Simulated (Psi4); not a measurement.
CHF2 (SMILES F[CH-]F), charge -1, singlet, at a GFN2-xTB geometry (a gas-phase anion, which may not be bound at this level); Psi4 with BHHLYP/6-31+G*, TDA.

Here is a job for Psi4.
```
memory 2 GB

molecule {
-1 1
C    -0.12204909   -0.00422136    0.64509125
F    -0.02347795    1.13289904   -0.27210005
F     0.00314120   -1.13074558   -0.28187669
H     0.91532526    0.00594698    1.11524321
symmetry c1
}

set {
  basis 6-31+g*
  puream true
  save_jk true
  tdscf_states [5]
  tdscf_tda true
  d_convergence 1e-8
}

energy('td-bhhlyp')
print_variables()
```

It wrote (shortened):

```
   => Loading Basis Set <=

    Name: 6-31+G*
    Role: ORBITAL
    Keyword: BASIS

         ---------------------------------------------------------
                                   SCF
               by Justin Turney, Rob Parrish, Andy Simmonett
                          and Daniel G. A. Smith
                              RKS Reference
         ---------------------------------------------------------

  ==> Geometry <==

    Molecular point group: c1
    Full point group: C1

    Geometry (in Angstrom), charge = -1, multiplicity = 1:

       Center              X                  Y                   Z               Mass
    ------------   -----------------  -----------------  -----------------  -----------------
         C           -0.103845504930    -0.004147827395     0.677629636830    12.000000000000
         F           -0.005274364930     1.132972572605    -0.239561663170    18.998403162730
         F            0.021344785070    -1.130672047395    -0.249338303170    18.998403162730
         H            0.933528845070     0.006020512605     1.147781596830     1.007825032230

  Running in c1 symmetry.

  Rotational constants: A =      1.66596  B =      0.33926  C =      0.29168 [cm^-1]
  Rotational constants: A =  49944.20238  B =  10170.74490  C =   8744.46775 [MHz]
  Nuclear repulsion =   65.470876792311998

  Charge       = -1
  Multiplicity = 1
  Electrons    = 26
  Nalpha       = 13
  Nbeta        = 13

  ==> Algorithm <==

  SCF Algorithm Type is DF.
  DIIS enabled.
  MOM disabled.
  Fractional occupation disabled.
  Guess Type is SAD.
  Energy threshold   = 1.00e-06
  Density threshold  = 1.00e-08
  Integral threshold = 1.00e-12

  ==> Primary Basis <==

  Basis Set: 6-31+G*
    Blend: 6-31+G*
    Number of shells: 26
    Number of basis functions: 56
    Number of Cartesian functions: 59
    Spherical Harmonics?: true
    Max angular momentum: 2

  ==> DFT Potential <==

   => LibXC <=

    Version 7.1.2
    S. Lehtola, C. Steigemann, M. J. T. Oliveira, and M. A. L. Marques,  SoftwareX 7, 1–5 (2018) (10.1016/j.softx.2017.11.002)

   => Composite Functional: BHANDHLYP <=

    BHandHLYP Hyb-GGA Exchange-Correlation Functional

    A. D. Becke,  J. Chem. Phys. 98, 1372 (1993) (10.1063/1.464304)
    Defined through Gaussian implementation.

    Deriv               =              1
    GGA                 =           TRUE
    Meta                =          FALSE

    Exchange Hybrid     =           TRUE
    MP2 Hybrid          =          FALSE

   => Exchange Functionals <=

    0.5000         Becke 88

   => Exact (HF) Exchange <=

    0.5000               HF

   => Correlation Functionals <=

    1.0000   Lee, Yang & Parr

   => LibXC Density Thresholds  <==

    XC_HYB_GGA_XC_BHANDHLYP:  1.00E-15

   => Molecular Quadrature <=

    Radial Scheme          =       TREUTLER
    Pruning Scheme         =           NONE
    Nuclear Scheme         =       TREUTLER

    Blocking Scheme        =         OCTREE
    BS radius alpha        =              1
    Pruning alpha          =              1
    Radial Points          =             75
    Spherical Points       =            302
    Total Points           =          88771
    Total Blocks           =            711
    Max Points             =            256
    Max Functions          =             55
    Weights Tolerance      =       1.00E-15

   => Loading Basis Set <=

    Name: (6-31+G* AUX)
    Role: JKFIT
    Keyword: DF_BASIS_SCF

  ==> Integral Setup <==

  SCF_SUBTYPE=INCORE selected. In-core MEM_DF algorithm will be used.
  Using in-core AOs.

  ==> MemDFJK: Density-Fitted J/K Matrices <==

    J tasked:                   Yes
    K tasked:                   Yes
    wK tasked:                   No
    Algorithm:                 Core
    Schwarz Cutoff:           1E-12
    Mask sparsity (%):       0.0638
    Fitting Condition:        1E-10

   => Auxiliary Basis Set <=

  Basis Set: (6-31+G* AUX)
    Blend: HEAVY-AUG-CC-PVDZ-JKFIT
    Number of shells: 93
    Number of basis functions: 281
    Number of Cartesian functions: 328
    Spherical Harmonics?: true
    Max angular momentum: 3

  Minimum eigenvalue in the overlap matrix is 7.2606791794E-03.
  Reciprocal condition number of the overlap matrix is 1.3094714209E-03.
    Using symmetric orthogonalization.

  ==> Pre-Iterations <==

  SCF Guess: Superposition of Atomic Densities via on-the-fly atomic UHF (no occupation information).

   -------------------------
    Irrep   Nso     Nmo
   -------------------------
     A         56      56
   -------------------------
    Total      56      56
   -------------------------

  ==> Iterations <==

                           Total Energy        Delta E     RMS |[F,P]|

   @DF-RKS iter SAD:  -237.42389332597421   -2.37424e+02   0.00000e+00
   @DF-RKS iter   1:  -238.14507969318180   -7.21186e-01   8.34758e-03 ADIIS/DIIS
   @DF-RKS iter   2:  -238.15944292996247   -1.43632e-02   8.84453e-03 ADIIS/DIIS
   @DF-RKS iter   3:  -238.24462600363066   -8.51831e-02   7.14947e-04 ADIIS/DIIS
   @DF-RKS iter   4:  -238.24518288048313   -5.56877e-04   3.03097e-04 ADIIS/DIIS
   @DF-RKS iter   5:  -238.24531233196572   -1.29451e-04   5.33442e-05 DIIS
   @DF-RKS iter   6:  -238.24531807525020   -5.74328e-06   6.46593e-06 DIIS
   @DF-RKS iter   7:  -238.24531825124106   -1.75991e-07   1.30418e-06 DIIS
   @DF-RKS iter   8:  -238.24531826158477   -1.03437e-08   2.41041e-07 DIIS
   @DF-RKS iter   9:  -238.24531826192958   -3.44812e-10   5.49537e-08 DIIS
   @DF-RKS iter  10:  -238.24531826194601   -1.64277e-11   1.15648e-08 DIIS
   @DF-RKS iter  11:  -238.24531826194672   -7.10543e-13   2.90743e-09 DIIS
  Energy and wave function converged.

  ==> Post-Iterations <==

   Electrons on quadrature grid:
      Ntotal   =   25.9999843943 ; deviation = -1.561e-05

    Orbital Energies [Eh]
    ---------------------

    Doubly Occupied:

[...]
      13A     -0.014751

    Virtual:

[...]
      56A      3.462456

    Final Occupation by Irrep:
[...]
  @DF-RKS Final Energy:  -238.24531826194672
    Total Energy =                       -238.2453182619467213
[...]

 L = 1.  Multiply by 2.5417464519 to convert [e a0] to [Debye]
 Dipole X            :         -0.1105699            0.8599947            0.7494248
 Dipole Y            :          0.0075170            0.0034738            0.0109908
 Dipole Z            :         -2.0414956            1.5372161           -0.5042796
 Magnitude           :                                                    0.9033583

 ------------------------------------------------------------------------------------

******************************************************************************************
**********                               WARNING                                **********
**********       The names of excited state variables changed between 1.5       **********
**********     and 1.6. For a quick solution, remove the symmetry specifier     **********
**********   from the variable name. For full details, see 'Notes on Psivars'   **********
**********                        in the documentation.                         **********
******************************************************************************************

         ---------------------------------------------------------
                         TDSCF excitation energies
                 by Andrew M. James and Daniel G. A. Smith
         ---------------------------------------------------------

  ==> Options <==

     Residual threshold  : 1.0000e-06
     Initial guess       : denominators
     Reference           : RHF
     Solver type         : TDA (Davidson)

  ==> Requested Excitations <==

      5 singlet states with A symmetry

  ==> Seeking the lowest 5 singlet states with A symmetry

                         Generalized Davidson Solver
                               By Ruhee Dcunha

  ==> Options <==

    Max number of iterations        = 60
    Eigenvector tolerance           = 1.0000e-06
    Max number of expansion vectors = 1500

  => Iterations <=
                           Max[D[value]]     Max[|R|]   # vectors
  DavidsonSolver iter   1:   3.07784e-01  1.02505e-01     20
  DavidsonSolver iter   2:   1.11422e-02  3.11835e-02     25
  DavidsonSolver iter   3:   7.19883e-04  7.31280e-03     30
  DavidsonSolver iter   4:   5.23653e-05  1.54644e-03     35
  DavidsonSolver iter   5:   2.69469e-06  3.29147e-04     40
  DavidsonSolver iter   6:   1.00058e-07  6.51668e-05     45
  DavidsonSolver iter   7:   3.39817e-09  1.59165e-05     50
  DavidsonSolver iter   8:   1.31011e-10  3.18285e-06     53
  DavidsonSolver iter   9:   6.47787e-12  6.27496e-07     54      Converged

******************************************************************************************
**********                               WARNING                                **********
**********  Length-gauge rotatory strengths are **NOT** gauge-origin invariant  **********
******************************************************************************************

                                    Excitation Energy         Total Energy        Oscillator Strength             Rotatory Strength
     #   Sym: GS->ES (Trans)        au              eV              au          au (length)    au (velocity)    au (length)    au (velocity)
    ---- -------------------- --------------- --------------- --------------- --------------- --------------- --------------- ---------------
     1        A->A (1 A)       0.13576         3.69422        -238.10956       0.0234          0.0123         -0.0000         -0.0000
     2        A->A (1 A)       0.14985         4.07775        -238.09546       0.0619          0.0293          0.0000          0.0000
     3        A->A (1 A)       0.15572         4.23724        -238.08960       0.0585          0.0515         -0.0000         -0.0000
     4        A->A (1 A)       0.19709         5.36298        -238.04823       0.1558          0.1735          0.0000          0.0000
     5        A->A (1 A)       0.29587         8.05095        -237.94945       0.0088          0.0020          0.0000          0.0000

Contributing excitations
Only contributions with abs(coeff) > 1.00e-01 will be printed:

Excited State    1 (1 A):   0.13576 au   335.62 nm f = 0.0234
  Sums of squares: Xssq =  1.000000e+00
     13a  ->  14a     0.959567 (92.077%)
     13a  ->  16a     0.257263 ( 6.618%)

Excited State    2 (1 A):   0.14985 au   304.05 nm f = 0.0619
  Sums of squares: Xssq =  1.000000e+00
     13a  ->  15a    -0.992648 (98.535%)
     13a  ->  20a     0.103046 ( 1.062%)

Excited State    3 (1 A):   0.15572 au   292.61 nm f = 0.0585
  Sums of squares: Xssq =  1.000000e+00
     13a  ->  14a    -0.255589 ( 6.533%)
     13a  ->  16a     0.962231 (92.589%)

Excited State    4 (1 A):   0.19709 au   231.19 nm f = 0.1558
  Sums of squares: Xssq =  1.000000e+00
     13a  ->  17a    -0.986185 (97.256%)

Excited State    5 (1 A):   0.29587 au   154.00 nm f = 0.0088
  Sums of squares: Xssq =  1.000000e+00
     12a  ->  15a    -0.130122 ( 1.693%)
     13a  ->  15a    -0.102969 ( 1.060%)
     13a  ->  18a    -0.531970 (28.299%)
     13a  ->  20a    -0.806201 (64.996%)

******************************************************************************************
**********                               WARNING                                **********
**********       The names of excited state variables changed between 1.5       **********
**********     and 1.6. For a quick solution, remove the symmetry specifier     **********
**********   from the variable name. For full details, see 'Notes on Psivars'   **********
**********                        in the documentation.                         **********
******************************************************************************************

  Variable Map:
  ----------------------------------------------------------------------------
[...]
  Array Variable Map:
  ----------------------------------------------------------------------------
[...]
[...]
```
